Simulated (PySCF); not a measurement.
System: C$_{4}$H$_{5}$GeS, net charge 0, doublet state. It need not be the lowest isomer of its formula. 
Structure (B3LYP-D3(BJ)/def2-TZVP (Ansatz) minimum search):
SMILES: [GeH3][c]1c[c]cs1
```xyz
11

Ge    -1.7183     0.0693    -0.0673
C      0.2228     0.2074    -0.0224
C      0.9650     1.3583    -0.1635
C      2.3399     1.0709    -0.0762
C      2.7039    -0.2087     0.1203
S      1.2530    -1.1629     0.2094
H     -2.2469    -0.4948     1.2616
H     -2.2580     1.4899    -0.2900
H     -2.1642    -0.8516    -1.2148
H      0.5399     2.3384    -0.3189
H      3.6764    -0.6601     0.2178
```
Charge 0, spin multiplicity 2.

Dispersion corrections to the total energy (kcal/mol) from the dftd3 and dftd4 libraries through PySCF: D3(BJ) without and D4 with the three-body term, each with the damping fitted for the functional named.

```json
[
 {"functional": "B2GP-PLYP", "D3(BJ)": "-6.24", "D4": "-3.37"},
 {"functional": "CAM-B3LYP", "D3(BJ)": "-6.55", "D4": "?"},
 {"functional": "TPSSh", "D3(BJ)": "-9.09", "D4": "-9.67"},
 {"functional": "revPBE", "D3(BJ)": "-18.43", "D4": "-23.30"},
 {"functional": "HF", "D3(BJ)": "-60.69", "D4": "?"},
 {"functional": "BLYP", "D3(BJ)": "?", "D4": "-17.43"},
 {"functional": "LC-wPBE", "D3(BJ)": "-7.67", "D4": "-8.89"}
]
```

Q: Some entries are withheld; supply them.

A: 
- CAM-B3LYP, D4: -6.86
- HF, D4: -27.78
- BLYP, D3(BJ): -16.86
